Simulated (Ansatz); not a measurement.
Ideal-gas functions of C2H3Br, SMILES `C=CBr` at 500 K and 1 bar, from an Ansatz frequency run at PBE0-D4/def2-TZVP.

Molar mass 106.95 g/mol, point group Cs (symmetry number 1), electronic degeneracy 1, moments of inertia 9.091, 121.516, 130.607 u Å². Harmonic wavenumbers (cm⁻¹, unscaled): 349, 607, 626, 940, 982, 1019, 1280, 1403, 1677, 3165, 3227, 3261.

Use S(trans) = R[1.5 ln M + 2.5 ln T − 1.1517]; rotational temperatures θ = 24.2544 K / I; S(rot) = R[ln(√π/σ · √(T³/θAθBθC)) + 1.5]; for each mode x = 1.438777 ν̃/T, S = R[x/(eˣ − 1) − ln(1 − e⁻ˣ)] and H = RT x/(eˣ − 1); 1 cm⁻¹ = 0.0119627 kJ/mol; R = 8.31446 J/(mol·K).

Task: By hand: the entropy, in J/(mol·K).

Result: Translation 177.9. Rotation: θ = 2.668, 0.1996, 0.1857 K, giving 104.4. Vibration, mode by mode: 8.62, 4.66, 4.46, 2.19, 1.99, 1.83, 1.00, 0.75, 0.39, 0.01, 0.01, 0.01, in all 25.9. Electronic 0.0. Sum 308.2 J/(mol·K).

Task: By hand: H − E and G − E in kJ/mol, counted from the electronic energy.

Result: Zero-point energy ½ × 18536 × 0.0119627 = 110.9; thermal vibration 8.5; translation, rotation and pV give 4 RT = 16.6. H − E = 136.0 kJ/mol, and G − E = 136.0 − 500 × 308.2/1000 = -18.1 kJ/mol.

Vibration gives 8 % of the entropy.
